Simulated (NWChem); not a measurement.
System: ZrClF$_{3}$; SMILES [Zr]([Cl])([F])([F])[F]

The following NWChem deck was run.

```
start job
memory heap 200 mb stack 900 mb global 1100 mb
geometry units angstroms noautosym nocenter noautoz
  Zr     0.000000     0.000000    -0.220532
  F     -1.409623     1.079593    -0.866253
  F      1.639767     0.680973    -0.866253
  F     -0.230144    -1.760566    -0.866253
  Cl     0.000000     0.000000     2.124475
end
basis spherical
  * library def2-svpd
end
ecp
  Zr library def2-ecp
end
dft
  xc xcamb88 1.00 lyp 0.81 vwn_5 0.19 hfexch 1.00
  cam 0.33 cam_alpha 0.19 cam_beta 0.46
  iterations 150
end
property
  response 1 0.0
end
task dft property
```

Structure relaxed at the PBE0/def2-SVP level. No frequency run checked for a minimum. def2 effective core potentials on Zr; no spin-orbit coupling.

Static field.

Question: Give the results of this calculation. (CAM-B3LYP/def2-SVPD with def2 effective core potentials on Zr.) Quantities: isotropic polarisability (bohr³); anisotropy (bohr³).

Answer: 
| Item | Result |
|---|---|
| isotropic polarisability (bohr³) | 49.4 |
| anisotropy (bohr³) | 13.1 |
